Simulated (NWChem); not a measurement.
A series in which one site is exchanged, each optimised at PBE0/def2-SVP with NWChem, gas phase unless a solvent is named. This build's default masses of Se (78.918 u) and Br (79.917 u) are each other's, which moves their modes by up to 0.6 %. Some are not confirmed as minima by frequencies. def2 effective core potentials on I; no spin-orbit coupling.

A: [MgH][Cl] (MgHCl; site = Cl)
B: [MgH][Br] (MgHBr; site = Br)
C: [F][MgH] (MgHF; site = F)
D: [MgH][I] (MgHI; site = I)

Question: Rank them by lowest singlet excitation, B3LYP/def2-SVPD, TDA (eV), lowest first.

Answer: D (4.97), B (5.57), A (6.06), C (6.70)
